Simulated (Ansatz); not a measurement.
Born–Oppenheimer molecular dynamics of a periodic cell of 13 atoms, LiTi₁₂ (host Ti, host structure hcp, interstitial Li). It starts from a partly relaxed structure (largest force component 0.06 eV/Å).

Level of theory: DFT PBEsol, scalar-relativistic, plane waves, PAW in Ansatz. Settings: accuracy low, cutoff 420 eV, k mesh 2x2x2, fermi-dirac smearing 0.05 eV, no spin polarisation.

```json
{"ensemble": "NVT, Langevin thermostat", "time step": "1.5 fs", "steps asked": "150", "set temperature": "1500 K", "friction": "0.01 /fs", "seed": "528255"}
```

Frames 7.5 fs apart, positions in Å, forces in eV/Å.

Velocities at 30.0 fs (Å/ps):

```
Ti -2.26 0.58 4.36
Ti 1.68 -2.68 -2.47
Ti 2.56 3.73 -0.43
Ti -0.80 2.35 -1.94
Ti -0.84 -0.82 -5.50
Ti -4.31 6.40 2.09
Ti -2.06 3.82 -0.61
Ti -0.32 -1.31 0.95
Ti -2.12 -4.07 -4.52
Ti -0.76 -2.45 -4.59
Ti 2.70 3.72 6.73
Ti -0.96 -2.25 5.69
Li -9.15 -0.80 -12.97
```

```xyz
13
Lattice="5.9000 0.0000 0.0000 -4.4250 7.6643 0.0000 0.0000 0.0000 4.6846" Properties=species:S:1:pos:R:3:forces:R:3 time_fs=30.0 energy_less_start_eV=1.639 T=589
Ti 0.111 -0.073 -0.162 -0.64 -0.70 -0.77
Ti 0.208 1.741 2.545 -1.01 0.84 1.12
Ti -1.378 2.866 -0.142 -0.41 -0.16 -0.62
Ti -1.639 4.152 2.102 0.97 0.25 0.51
Ti -2.711 5.263 -0.330 -0.96 -1.08 0.31
Ti -3.044 7.007 2.158 -0.20 -1.28 -1.51
Ti 2.487 -0.162 -0.295 2.40 1.23 0.37
Ti 2.837 1.797 2.507 -0.04 0.45 1.80
Ti 1.394 2.313 0.443 0.66 0.89 -1.54
Ti 1.515 4.320 2.365 0.03 -0.64 0.90
Ti 0.102 5.210 0.345 -0.16 -0.14 -1.31
Ti -0.060 6.521 2.592 -0.57 -0.15 1.02
Li 4.233 0.625 1.029 -0.08 0.49 -0.26
13
Lattice="5.9000 0.0000 0.0000 -4.4250 7.6643 0.0000 0.0000 0.0000 4.6846" Properties=species:S:1:pos:R:3:forces:R:3 time_fs=37.5 energy_less_start_eV=1.684 T=864
Ti 0.093 -0.061 -0.140 -0.64 -0.81 -0.77
Ti 0.210 1.727 2.534 -1.33 0.92 0.99
Ti -1.367 2.898 -0.151 -0.36 -0.21 -0.69
Ti -1.620 4.163 2.083 0.73 0.21 0.59
Ti -2.712 5.255 -0.376 -0.88 -0.72 0.41
Ti -3.085 7.051 2.157 0.02 -1.70 -1.48
Ti 2.479 -0.117 -0.311 1.72 0.57 0.29
Ti 2.823 1.801 2.527 0.29 0.61 1.43
Ti 1.388 2.279 0.396 0.73 1.17 -1.12
Ti 1.505 4.299 2.343 0.16 -0.66 0.96
Ti 0.107 5.240 0.384 -0.21 -0.05 -1.49
Ti -0.078 6.512 2.647 -0.48 0.16 0.66
Li 4.135 0.627 0.930 0.27 0.51 0.23
13
Lattice="5.9000 0.0000 0.0000 -4.4250 7.6643 0.0000 0.0000 0.0000 4.6846" Properties=species:S:1:pos:R:3:forces:R:3 time_fs=45.0 energy_less_start_eV=1.695 T=813
Ti 0.061 -0.043 -0.131 -0.07 -0.99 -0.82
Ti 0.194 1.718 2.531 -1.31 0.90 0.67
Ti -1.345 2.922 -0.182 -0.27 -0.19 -0.58
Ti -1.592 4.175 2.064 0.44 0.13 0.55
Ti -2.703 5.240 -0.420 -0.86 -0.25 0.42
Ti -3.104 7.076 2.133 0.12 -1.83 -1.15
Ti 2.500 -0.056 -0.330 0.42 -0.43 0.12
Ti 2.827 1.806 2.562 0.46 0.69 0.73
Ti 1.399 2.247 0.347 0.66 1.48 -0.55
Ti 1.469 4.271 2.335 0.24 -0.58 0.99
Ti 0.106 5.272 0.386 -0.21 0.08 -1.32
Ti -0.122 6.522 2.712 -0.19 0.24 -0.07
Li 4.075 0.635 0.796 0.57 0.74 1.01
13
Lattice="5.9000 0.0000 0.0000 -4.4250 7.6643 0.0000 0.0000 0.0000 4.6846" Properties=species:S:1:pos:R:3:forces:R:3 time_fs=52.5 energy_less_start_eV=1.756 T=856
Ti 0.042 -0.018 -0.144 0.46 -1.24 -0.76
Ti 0.172 1.724 2.549 -1.01 0.82 0.23
Ti -1.320 2.938 -0.217 -0.13 -0.06 -0.36
Ti -1.553 4.168 2.059 0.20 0.08 0.33
Ti -2.699 5.213 -0.455 -0.82 0.20 0.48
Ti -3.099 7.090 2.122 0.07 -1.82 -1.13
Ti 2.521 -0.004 -0.353 -0.18 -1.08 0.41
Ti 2.843 1.821 2.600 0.37 0.73 0.03
Ti 1.419 2.218 0.309 0.51 1.84 0.09
Ti 1.430 4.241 2.324 0.31 -0.47 0.98
Ti 0.101 5.314 0.371 -0.27 0.13 -0.97
Ti -0.180 6.530 2.778 0.11 0.15 -0.75
Li 4.104 0.689 0.737 0.41 0.72 1.41
13
Lattice="5.9000 0.0000 0.0000 -4.4250 7.6643 0.0000 0.0000 0.0000 4.6846" Properties=species:S:1:pos:R:3:forces:R:3 time_fs=60.0 energy_less_start_eV=1.679 T=858
Ti 0.036 -0.027 -0.173 0.62 -1.20 -0.65
Ti 0.142 1.738 2.564 -0.48 0.60 -0.23
Ti -1.314 2.950 -0.255 0.01 0.19 0.01
Ti -1.498 4.179 2.065 -0.08 -0.11 0.03
Ti -2.722 5.197 -0.476 -0.68 0.42 0.51
Ti -3.074 7.083 2.099 0.00 -1.60 -1.08
Ti 2.542 0.031 -0.370 -0.41 -1.47 0.78
Ti 2.878 1.834 2.637 0.03 0.85 -0.55
Ti 1.448 2.211 0.258 0.22 2.04 0.75
Ti 1.408 4.227 2.313 0.33 -0.37 0.86
Ti 0.074 5.345 0.336 -0.29 0.12 -0.56
Ti -0.245 6.544 2.821 0.39 0.10 -1.21
Li 4.136 0.781 0.741 0.35 0.45 1.34
13
Lattice="5.9000 0.0000 0.0000 -4.4250 7.6643 0.0000 0.0000 0.0000 4.6846" Properties=species:S:1:pos:R:3:forces:R:3 time_fs=67.5 energy_less_start_eV=1.447 T=1101
Ti 0.048 -0.050 -0.232 0.27 -0.71 -0.27
Ti 0.104 1.770 2.574 0.22 0.33 -0.46
Ti -1.307 2.982 -0.277 0.04 0.13 0.25
Ti -1.431 4.198 2.051 -0.52 -0.34 -0.01
Ti -2.765 5.200 -0.493 -0.31 0.42 0.51
Ti -3.051 7.056 2.079 -0.08 -1.19 -1.09
Ti 2.575 0.051 -0.363 -0.45 -1.66 0.93
Ti 2.919 1.837 2.660 -0.53 1.15 -0.57
Ti 1.482 2.231 0.231 -0.06 1.99 0.97
Ti 1.399 4.227 2.311 0.34 -0.27 0.69
Ti 0.056 5.367 0.278 -0.20 0.15 -0.26
Ti -0.304 6.572 2.810 0.58 -0.06 -1.32
Li 4.134 0.867 0.863 0.71 0.04 0.63
13
Lattice="5.9000 0.0000 0.0000 -4.4250 7.6643 0.0000 0.0000 0.0000 4.6846" Properties=species:S:1:pos:R:3:forces:R:3 time_fs=75.0 energy_less_start_eV=1.409 T=1348
Ti 0.072 -0.069 -0.303 -0.30 -0.24 0.26
Ti 0.075 1.787 2.593 0.80 0.38 -0.48
Ti -1.306 3.033 -0.267 -0.01 -0.28 0.35
Ti -1.374 4.223 2.045 -0.98 -0.52 0.03
Ti -2.812 5.224 -0.498 0.07 0.22 0.49
Ti -3.042 7.023 2.058 -0.22 -0.77 -1.13
Ti 2.594 0.057 -0.347 -0.10 -1.46 1.05
Ti 2.942 1.843 2.674 -1.07 1.44 -0.25
Ti 1.521 2.251 0.236 -0.30 1.88 0.92
Ti 1.373 4.221 2.327 0.42 -0.11 0.47
Ti 0.044 5.379 0.215 -0.03 0.25 0.02
Ti -0.377 6.621 2.782 0.80 -0.45 -1.28
Li 4.157 0.923 1.044 0.90 -0.33 -0.45
13
Lattice="5.9000 0.0000 0.0000 -4.4250 7.6643 0.0000 0.0000 0.0000 4.6846" Properties=species:S:1:pos:R:3:forces:R:3 time_fs=82.5 energy_less_start_eV=1.601 T=1200
Ti 0.081 -0.095 -0.386 -0.62 0.23 0.79
Ti 0.054 1.810 2.622 1.23 0.58 -0.43
Ti -1.321 3.082 -0.255 -0.05 -0.69 0.64
Ti -1.349 4.272 2.055 -1.28 -0.61 -0.10
Ti -2.875 5.261 -0.499 0.42 -0.08 0.44
Ti -3.060 6.997 2.021 -0.33 -0.39 -1.07
Ti 2.611 0.066 -0.322 0.11 -1.20 0.98
Ti 2.953 1.866 2.695 -1.48 1.49 -0.18
Ti 1.547 2.275 0.255 -0.42 1.66 0.77
Ti 1.350 4.201 2.338 0.52 0.12 0.35
Ti 0.045 5.386 0.156 0.03 0.26 0.24
Ti -0.451 6.681 2.750 1.02 -0.97 -1.10
Li 4.230 0.923 1.214 0.85 -0.41 -1.33
13
Lattice="5.9000 0.0000 0.0000 -4.4250 7.6643 0.0000 0.0000 0.0000 4.6846" Properties=species:S:1:pos:R:3:forces:R:3 time_fs=90.0 energy_less_start_eV=1.700 T=1108
Ti 0.067 -0.104 -0.481 -0.51 0.41 1.25
Ti 0.046 1.848 2.656 1.46 0.78 -0.43
Ti -1.355 3.101 -0.257 -0.06 -0.77 0.94
Ti -1.347 4.326 2.060 -1.42 -0.65 -0.25
Ti -2.908 5.292 -0.498 0.56 -0.28 0.36
Ti -3.099 6.977 1.980 -0.37 -0.14 -0.97
Ti 2.635 0.088 -0.282 0.11 -1.01 0.74
Ti 2.941 1.893 2.702 -1.51 1.15 -0.37
Ti 1.558 2.310 0.285 -0.47 1.43 0.58
Ti 1.336 4.176 2.353 0.59 0.40 0.29
Ti 0.054 5.378 0.101 0.08 0.17 0.41
Ti -0.505 6.723 2.723 0.88 -1.27 -0.97
Li 4.350 0.884 1.302 0.66 -0.23 -1.59
13
Lattice="5.9000 0.0000 0.0000 -4.4250 7.6643 0.0000 0.0000 0.0000 4.6846" Properties=species:S:1:pos:R:3:forces:R:3 time_fs=97.5 energy_less_start_eV=1.394 T=1349
Ti 0.052 -0.097 -0.587 -0.33 0.38 1.33
Ti 0.068 1.897 2.672 1.26 0.86 -0.43
Ti -1.397 3.090 -0.263 -0.05 -0.53 0.96
Ti -1.391 4.353 2.038 -1.22 -0.57 -0.25
Ti -2.933 5.319 -0.489 0.65 -0.44 0.24
Ti -3.128 6.973 1.927 -0.40 -0.07 -0.82
Ti 2.638 0.096 -0.238 0.26 -0.63 0.49
Ti 2.912 1.931 2.703 -1.00 0.31 -0.71
Ti 1.550 2.367 0.308 -0.47 1.24 0.44
Ti 1.328 4.184 2.382 0.54 0.62 0.28
Ti 0.079 5.368 0.059 -0.05 -0.03 0.51
Ti -0.540 6.742 2.681 0.60 -1.20 -0.83
Li 4.532 0.826 1.266 0.20 0.05 -1.21
13
Lattice="5.9000 0.0000 0.0000 -4.4250 7.6643 0.0000 0.0000 0.0000 4.6846" Properties=species:S:1:pos:R:3:forces:R:3 time_fs=105.0 energy_less_start_eV=1.031 T=1478
Ti 0.046 -0.075 -0.669 -0.11 0.20 1.04
Ti 0.104 1.953 2.665 0.70 0.70 -0.28
Ti -1.444 3.086 -0.267 0.02 -0.42 0.70
Ti -1.460 4.364 2.013 -0.91 -0.41 -0.31
Ti -2.946 5.329 -0.485 0.65 -0.36 0.20
Ti -3.183 6.971 1.875 -0.24 -0.14 -0.64
Ti 2.643 0.095 -0.203 0.32 -0.18 0.35
Ti 2.864 1.965 2.679 -0.34 -0.40 -0.73
Ti 1.539 2.441 0.322 -0.45 1.03 0.15
Ti 1.311 4.203 2.425 0.51 0.79 0.19
Ti 0.098 5.363 0.007 -0.21 -0.23 0.73
Ti -0.571 6.737 2.638 0.40 -0.69 -0.90
Li 4.708 0.819 1.151 -0.35 0.13 -0.50
13
Lattice="5.9000 0.0000 0.0000 -4.4250 7.6643 0.0000 0.0000 0.0000 4.6846" Properties=species:S:1:pos:R:3:forces:R:3 time_fs=112.5 energy_less_start_eV=0.874 T=1455
Ti 0.029 -0.048 -0.757 0.07 -0.07 0.71
Ti 0.140 2.008 2.649 0.08 0.49 -0.16
Ti -1.477 3.085 -0.255 0.01 -0.39 0.28
Ti -1.522 4.369 1.992 -0.65 -0.34 -0.31
Ti -2.949 5.353 -0.486 0.60 -0.38 0.19
Ti -3.229 6.957 1.806 -0.20 -0.12 -0.32
Ti 2.643 0.081 -0.169 0.38 0.33 0.03
Ti 2.812 1.978 2.642 0.31 -0.75 -0.37
Ti 1.534 2.522 0.339 -0.40 0.82 -0.29
Ti 1.292 4.235 2.468 0.54 0.77 -0.01
Ti 0.108 5.361 -0.047 -0.41 -0.31 0.98
Ti -0.609 6.706 2.573 0.32 -0.20 -0.80
Li 4.819 0.827 1.050 -0.65 0.16 0.08
```

Of the whole run (225 fs, mean temperature of the second half 1043 K): The mean temperature of the second half is 30 % below the set value. A run of 0.23 ps of so small a system gives no equilibrium averages. Limits of this set-up: coarse k mesh, low accuracy level.

The run took 18 min on 1 thread of Arm Neoverse V1, with other jobs on the host, peak memory 0.67 GiB.
